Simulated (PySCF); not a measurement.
PbS, SMILES [S]=[Pb] (connectivity only; charge and spin as stated), neutral, multiplicity 1. Atoms are numbered in the order given.

```xyz
2

Pb     0.0000     0.0000    -0.3725
S      0.0000     0.0000     1.9091
```

Geometry: PBE0-D3(BJ)/def2-TZVP. The def2 effective core potentials stand for the cores of Pb; spin–orbit coupling is left out.

Calculation: ωB97X/def2-TZVPD (PySCF).

Gas-phase values at a fixed geometry.

### Question
Estimate the frontier levels, gap, dipole moment and polarisability. (An estimate is asked for; the answer gives what the named calculation found.)

### Answer

| Item | Value |
|---|---|
| highest occupied level | -9.18 eV |
| lowest empty level | -0.76 eV |
| orbital gap | 8.42 eV |
| dipole moment | 4.53 D |
| quadrupole, principal values (traceless, Buckingham form, about the centre of nuclear charge) | -8.24, 4.12, 4.12 D·Å |
| mean static polarisability | 66.6 bohr³ (9.87 Å³) |
| polarisability, principal values | 52.0, 52.0, 95.9 bohr³ |
